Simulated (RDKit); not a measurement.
Input for RDKit: UFF on H2OSeTe (SMILES O[Te][SeH]), a point of a torsion scan.

```python
from rdkit import Chem
from rdkit.Chem import AllChem, rdDetermineBonds

blocks = [
'''5

O    -1.31103919    0.57252471   -0.27931078
Te   -0.26697648   -0.96982835   -0.95085749
Se    1.68488606   -0.62490835    0.61290032
H    -1.93245304    0.30674705    0.39940099
H     0.89535078   -0.05127575    1.67219996
''',
]
mol = None
for b in blocks:
    f = Chem.MolFromXYZBlock(b)
    rdDetermineBonds.DetermineBonds(f, charge=0)
    mol = f if mol is None else Chem.CombineMols(mol, f)
Chem.SanitizeMol(mol)
print(Chem.MolToSmiles(Chem.RemoveHs(mol)))
ff = AllChem.UFFGetMoleculeForceField(mol, vdwThresh=100.0, ignoreInterfragInteractions=False)
e = ff.CalcEnergy()
print(f'UFF energy {e:.6f} kcal/mol')
```

Output:

```
O[Te][SeH]
UFF energy 9.677720 kcal/mol
```

The run finished.

Cost: around 0.010 core-seconds (rough).
